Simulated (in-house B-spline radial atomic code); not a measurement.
Inner levels of dysprosium as electrons are removed. A shift is the extra binding of the orbital against the neutral atom ([Xe] 4f5/2(6) 4f7/2(4) 6s2). The density at the nucleus is averaged over the nuclear charge. Computed with a radial B-spline atomic code at the basis-set limit: Dirac-Hartree-Fock, jj configuration that fills j = l - 1/2 first, finite nuclei.

A number in brackets counts the electrons of a j subshell.

| ion | configuration | shift of 3d3/2 (eV) | shift of 2p3/2 (eV) | shift of 2s1/2 (eV) | radius of 3d3/2 (bohr) | radius of 2p3/2 (bohr) | radius of 2s1/2 (bohr) | Σ<r²> (bohr²) | change of density at nucleus (bohr⁻³) |
| --- | --- | --- | --- | --- | --- | --- | --- | --- | --- |
| Dy30+ | [Ar] 3d10 4s2 4p6 | 1074.13 | 1110.57 | 1110.09 | 0.20616 | 0.081389 | 0.089074 | 3.2402 | 964.24 |
| Dy31+ | [Ar] 3d10 4s2 4p1/2(2) 4p3/2(3) | 1131.97 | 1173.06 | 1172.59 | 0.20582 | 0.081378 | 0.089057 | 2.9298 | 1126.89 |
| Dy32+ | [Ar] 3d10 4s2 4p1/2(2) 4p3/2(2) | 1190.54 | 1236.45 | 1235.97 | 0.20548 | 0.081364 | 0.089039 | 2.6275 | 1293.25 |
| Dy33+ | [Ar] 3d10 4s2 4p1/2(2) 4p3/2(1) | 1249.82 | 1300.72 | 1300.24 | 0.20512 | 0.081349 | 0.089021 | 2.3331 | 1463.38 |
| Dy34+ | [Ar] 3d10 4s2 4p1/2(2) | 1309.81 | 1365.87 | 1365.38 | 0.20476 | 0.081334 | 0.089002 | 2.0462 | 1637.22 |
| Dy35+ | [Ar] 3d10 4s2 4p1/2(1) | 1371.77 | 1434.82 | 1433.56 | 0.20436 | 0.081309 | 0.088979 | 1.7845 | 1689.83 |
| Dy36+ | [Ar] 3d10 4s2 | 1434.45 | 1504.73 | 1502.68 | 0.20396 | 0.081283 | 0.088956 | 1.5296 | 1741.8 |
| Dy37+ | [Ar] 3d10 4s1 | ? | ? | ? | ? | ? | ? | ? | ? |
| Dy38+ | [Ar] 3d10 | 1561.57 | 1643.56 | 1638.81 | 0.20318 | 0.081243 | 0.088945 | 1.0354 | -3633.93 |
| Dy39+ | [Ar] 3d3/2(4) 3d5/2(5) | ? | ? | ? | ? | ? | ? | ? | ? |
| Dy40+ | [Ar] 3d3/2(4) 3d5/2(4) | 1783.73 | 1907.92 | 1904.49 | 0.19952 | 0.081073 | 0.088822 | 0.90868 | -2976.86 |
| Dy41+ | [Ar] 3d3/2(4) 3d5/2(3) | 1897.16 | 2043.18 | 2040.41 | 0.19775 | 0.080983 | 0.088756 | 0.84858 | -2636.01 |
| Dy42+ | [Ar] 3d3/2(4) 3d5/2(2) | 2012.14 | 2180.47 | 2178.36 | 0.19601 | 0.080891 | 0.088688 | 0.79055 | -2286.89 |
| Dy43+ | [Ar] 3d3/2(4) 3d5/2(1) | 2128.68 | 2319.8 | 2318.34 | 0.19431 | 0.080796 | 0.088618 | 0.73448 | -1929.53 |
| Dy44+ | [Ar] 3d3/2(4) | ? | ? | ? | ? | ? | ? | ? | ? |
| Dy45+ | [Ar] 3d3/2(3) | 2365.98 | 2610.12 | 2606.82 | 0.19097 | 0.080615 | 0.088464 | 0.62914 | -1171.66 |
| Dy46+ | [Ar] 3d3/2(2) | 2486.74 | 2761.26 | 2755.35 | 0.18934 | 0.080529 | 0.08838 | 0.57969 | -770.62 |

Q: Fill in the row of Dy37+.

A: shift of 3d3/2 (eV): 1497.69; shift of 2p3/2 (eV): 1573.74; shift of 2s1/2 (eV): 1570.36; radius of 3d3/2 (bohr): 0.20357; radius of 2p3/2 (bohr): 0.081263; radius of 2s1/2 (bohr): 0.088952; Σ<r²> (bohr²): 1.2797; change of density at nucleus (bohr⁻³): -904.97.

Q: Fill in the row of Dy39+.

A: shift of 3d3/2 (eV): 1671.87; shift of 2p3/2 (eV): 1774.71; shift of 2s1/2 (eV): 1770.62; radius of 3d3/2 (bohr): 0.20133; radius of 2p3/2 (bohr): 0.081159; radius of 2s1/2 (bohr): 0.088884; Σ<r²> (bohr²): 0.97093; change of density at nucleus (bohr⁻³): -3309.51.

Q: Fill in the row of Dy44+.

A: shift of 3d3/2 (eV): 2246.78; shift of 2p3/2 (eV): 2461.14; shift of 2s1/2 (eV): 2460.33; radius of 3d3/2 (bohr): 0.19264; radius of 2p3/2 (bohr): 0.080698; radius of 2s1/2 (bohr): 0.088545; Σ<r²> (bohr²): 0.68028; change of density at nucleus (bohr⁻³): -1563.87.
